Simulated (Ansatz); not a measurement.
dimethylboranyl formate (C₃H₇BO₂), SMILES CB(C)OC=O.

Geometry: B3LYP-D3(BJ)/def2-SVP. The values are those of a single conformer.

Two levels are set side by side: PBE/def2-SVPD (Ansatz, an electronic-structure program) and ωB97X-V/def2-SVPD (Ansatz). Energy differences of separate SCF runs at the same geometry; the states with an electron removed or added have multiplicity 2 and 2. Differences are taken from unrounded values.

| quantity | PBE |
|---|---|
| vertical ionisation energy (eV) | 9.90 |
| vertical singlet–triplet gap (eV) | 4.51 |

Problem. These are the PBE values. What does ωB97X-V give? (Estimate from the structure and the level; the computed values follow.)

Solution. 
```tsv
quantity	ωB97X-V	PBE minus ωB97X-V
vertical ionisation energy (eV)	10.87	-0.97
vertical singlet–triplet gap (eV)	4.98	-0.48
```
